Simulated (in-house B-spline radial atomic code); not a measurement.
The sulfur ion S⁺ is squeezed into an impenetrable sphere of radius R (the orbitals vanish at R). Caution: exact exchange at fractional occupations of open shells leaves self-interaction of up to several eV. Method: non-relativistic PBE0, spin-polarised, spherical fractional occupations, point nucleus. Calculated with an all-electron radial atomic-structure program (B-spline basis).

Energies in eV above the free ion in [Ne] 3s2 3p3:

```
R (bohr)  highest level (eV)  [Ne] 3s2 3p3  [He] 2s2 2p5 3s2 3p3 3d1  [Ne] 3s1 3p4  -dE/dV in [Ne] 3s2 3p3 (GPa)
    8.26               -19.5     0.0003874                     179.5         11.57                       0.00105
    6.98               -19.5      0.005933                     179.6         11.58                        0.0221
    5.48               -19.3        0.1319                     180.1         11.75                         0.765
    3.99               -17.6         2.576                     183.3         14.66                          27.5
    3.87               -17.2         3.263                     184.1         15.44                            37
    3.27               -13.8         10.66                     192.1          23.6                           169
     2.7               -5.46          33.2                     215.8         47.61                           791
    2.11                18.1         112.9                     300.6         129.9                          4690
     1.7                61.4         283.4                     483.4         302.1                         19900
     1.4                 133         597.7                     820.6         614.2                         69100
```

Q: Does [He] 2s2 2p5 3s2 3p3 3d1 fall below [Ne] 3s2 3p3 under compression?

A: No, it stays above over the whole range.

Q: Does [Ne] 3s1 3p4 fall below [Ne] 3s2 3p3 under compression?

A: No, it stays above over the whole range.

The highest level is first positive in the row R = 2.11 bohr, pushed up by confinement above the zero of the free ion's potential. Each configuration is held fixed and needn't be the lowest in the sphere.
